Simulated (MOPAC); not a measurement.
Input file for MOPAC: PM7 on InN, 2S+1 = 3, a spin state set in the input, which need not be the lowest, a point of a bond scan (R = 2.341 Å).

```
PM7 1SCF PRECISE CHARGE=0 UHF MS=1 THREADS=1
InN

N      0.00000000 1     0.00000000 1     0.00000000 1
In     0.00000000 1     0.00000000 1     2.34137800 1
```

Program output:

```
*******************************************************************************
 **                                                                           **
 **                              MOPAC v23.2.5                                **
 **                                                                           **
 *******************************************************************************
 ** MOPAC's Digital Object Identifier: https://doi.org/10.5281/zenodo.6511958 **
 **                                                                           **
 ** Please cite the open-source release paper for use of this MOPAC version:  **
 ** J. E. Moussa and J. J. P. Stewart (2026)                                  **
 ** MOPAC: An open-source semiempirical molecular orbital program             **
 ** J. Open Source Softw., 11(119), 8025, https://doi.org/10.21105/joss.08025 **
 *******************************************************************************

                              PM7 CALCULATION RESULTS

 *******************************************************************************
 *  PM7        - The PM7 Hamiltonian to be used
 *  UHF        - UNRESTRICTED HARTREE-FOCK CALCULATION
 *
 *
 *
 *                 CHARGE ON SYSTEM = 0
 *
 *
 *
 *  MS=        - IN MECI, MAGNETIC COMPONENT OF SPIN =  1.0
 *  PRECISE    - TIGHTER CRITERIA TO BE USED
 *  1SCF       - DO 1 SCF AND THEN STOP
 *  THREADS=1  - MULTI-THREADING NOT USED
 *  T=         - A TIME OF 172800.0 SECONDS REQUESTED
 *  DUMP=N     - RESTART FILE WRITTEN EVERY 7200.0 SECONDS REQUESTED
 *******************************************************************************
PM7 1SCF PRECISE CHARGE=0 UHF MS=1 THREADS=1
 InN

   ATOM   CHEMICAL          X               Y               Z
  NUMBER   SYMBOL      (ANGSTROMS)     (ANGSTROMS)     (ANGSTROMS)

     1       N          0.00000000  *   0.00000000  *   0.00000000  *
     2      In          0.00000000  *   0.00000000  *   2.34137800  *



          CARTESIAN COORDINATES

    NO.       ATOM           X           Y           Z

     1         N          0.0000      0.0000      0.0000
     2        In          0.0000      0.0000      2.3414

 General Reference for PM7:
 "Optimization of Parameters for Semiempirical Methods VI: More Modifications to the
 NDDO Approximations and Re-optimization of Parameters", J. J. P. Stewart, J. Mol. Mod., 1:32, 19 (2013)
 https://link.springer.com/article/10.1007/s00894-012-1667-x

           Empirical Formula: N In  =     2 atoms



      MOLECULAR POINT GROUP   :   C*v


          UHF CALCULATION, NO. OF ALPHA ELECTRONS =    5
                           NO. OF BETA  ELECTRONS =    3

 -------------------------------------------------------------------------------
 PM7 1SCF PRECISE CHARGE=0 UHF MS=1 THREADS=1
 InN



     1SCF WAS SPECIFIED, SO BFGS WAS NOT USED
     SCF FIELD WAS ACHIEVED


                              PM7 CALCULATION
                                                       MOPAC v23.2.5 Linux




          FINAL HEAT OF FORMATION =        119.33954 KCAL/MOL =     499.31662 KJ/MOL


          COSMO AREA              =         83.46 SQUARE ANGSTROMS
          COSMO VOLUME            =         66.69 CUBIC ANGSTROMS

          IONIZATION POTENTIAL    =          7.974276 EV
          ALPHA SOMO LUMO (EV)    =         -9.898  1.268
          BETA  SOMO LUMO (EV)    =         -7.974  1.087
          NO. OF ALPHA ELECTRONS  =          5
          NO. OF BETA  ELECTRONS  =          3
          MOLECULAR WEIGHT        =        128.8267         POINT GROUP:  C*v

          MOLECULAR DIMENSIONS (Angstroms)

            Atom       Atom       Distance
           In     2    N     1     2.34138
           In     2    N     1     0.00000
            N     1   In     2     0.00000


          SCF CALCULATIONS        =          1





   ATOM   CHEMICAL          X               Y               Z
  NUMBER   SYMBOL      (ANGSTROMS)     (ANGSTROMS)     (ANGSTROMS)

     1       N          0.00000000  *   0.00000000  *   0.00000000  *
     2      In          0.00000000  *   0.00000000  *   2.34137800  *

                             CARTESIAN COORDINATES

   1    N        0.000000000     0.000000000     0.000000000
   2   In        0.000000000     0.000000000     2.341378000


           Empirical Formula: N In  =     2 atoms



      MOLECULAR POINT GROUP   :   C*v


          ALPHA EIGENVALUES
 -27.94829 -11.61797 -11.30908 -10.61403  -9.89773   1.26846   1.56190   5.37195


           BETA EIGENVALUES
 -21.52343 -10.25417  -7.97428   1.08705   1.13824   2.20462   2.63261   5.11259


              NET ATOMIC CHARGES AND DIPOLE CONTRIBUTIONS

  ATOM NO.   TYPE          CHARGE      No. of ELECS.   s-Pop       p-Pop
    1          N          -0.469832        5.4698     1.96275     3.50709
    2         In           0.469832        2.5302     0.05367     2.47650
 DIPOLE           X         Y         Z       TOTAL
 POINT-CHG.     0.000     0.000     5.284     5.284
 HYBRID        -0.000     0.000     1.732     1.732
 SUM           -0.000     0.000     7.016     7.016


          ATOMIC ORBITAL ELECTRON POPULATIONS

     Atom    s        px        py        pz
    1  N   1.96275   1.00869   0.99234   1.50606
    2 In   0.05367   1.99131   0.00766   0.47752


                    (SZ)    =    1.000000
                    (S**2)  =    2.111230


          ATOMIC ORBITAL SPIN POPULATIONS

    Atom   Total    s     px     py     pz
         Atomic
    1  N  2.2660  0.006  0.991  0.992  0.277
    2 In -0.2660 -0.017  0.009  0.008 -0.266

 **********************
 *                    *
 * JOB ENDED NORMALLY *
 *                    *
 **********************




 == MOPAC DONE ==
```

The run finished. Its determinant has ⟨S²⟩ = 2.11, a mixture of spin states.

Cost: about 0.020 core-seconds (a rough figure).
